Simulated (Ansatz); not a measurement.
Geometry optimisation, Ansatz 0.2.0, RHF/def2-SVP.

Input:

```yaml
crystal:
  periodic: [false, false, false]
  atoms:
    - { symbol: Ge, position_ang: [0.47972, 0.314547, -0.332025] }
    - { symbol: Cl, position_ang: [-0.824105, 0.493175, 2.840475] }
    - { symbol: Cl, position_ang: [1.62762, 0.101335, -2.110363] }
    - { symbol: Cl, position_ang: [-1.355998, 1.280132, -0.761187] }
    - { symbol: F, position_ang: [0.170376, -1.259597, 0.221014] }
    - { symbol: O, position_ang: [1.400539, 1.213963, 0.833663] }
    - { symbol: Al, position_ang: [2.85642, 1.340858, 1.736427] }
    - { symbol: H, position_ang: [3.95474, 0.236891, 1.54854] }
    - { symbol: H, position_ang: [2.960516, 2.585801, 2.685864] }
    - { symbol: H, position_ang: [-0.255827, 1.538096, 2.268191] }
basis:
  gaussian: { orbitals: def2-SVP }
hamiltonian:
  xc: hf
relax:
  f_tol: 0.03
  max_steps: 50
```

Run as:

```bash
$ ansatz run input.yaml --threads 4 --pin off --max-ram 5120MiB --backend cpu --events-out ev --progress --plain --runs-dir out
```

**Question.** Where does it end, and by what steps?

**Answer.** It converged. The force dipped under the threshold on the way, but the program's further checks kept it going. After 32 steps the energy has fallen by 0.435 eV; H8 moved furthest, 1.74 Å.

| step | energy less start (eV) | largest force component (eV/Å) | accepted |
| --- | --- | --- | --- |
| 0 | 0.0000 | 1.213 | yes |
| 2 | -0.1669 | 0.657 | yes |
| 4 | -0.2279 | 0.102 | yes |
| 6 | -0.2237 | 1.168 | no |
| 8 | -0.2682 | 0.317 | yes |
| 10 | -0.3181 | 0.434 | yes |
| 12 | -0.3787 | 0.096 | yes |
| 14 | -0.4010 | 0.125 | yes |
| 16 | -0.4071 | 0.413 | yes |
| 18 | -0.4220 | 0.194 | yes |
| 20 | -0.4253 | 0.130 | yes |
| 22 | -0.4310 | 0.109 | yes |
| 24 | -0.4317 | 0.211 | yes |
| 26 | -0.4334 | 0.092 | yes |
| 28 | -0.4347 | 0.021 | yes |
| 30 | -0.4350 | 0.051 | yes |
| 32 | -0.4352 | 0.005 | yes |

```xyz
10
Properties=species:S:1:pos:R:3
Ge 0.676 0.166 -0.683
Cl 0.087 1.731 3.332
Cl 1.208 1.108 -2.502
Cl -1.366 0.603 -0.203
F 0.756 -1.512 -0.940
O 1.659 0.610 0.610
Al 2.546 1.118 1.997
H 3.012 0.002 2.998
H 3.107 2.584 1.977
H -0.672 1.435 2.346
```

Whether the end is a true minimum wasn't checked by a vibrational analysis.

Run time: 71 s on 4 threads of Arm Neoverse V2, with other jobs on the host, peak memory 0.44 GiB.
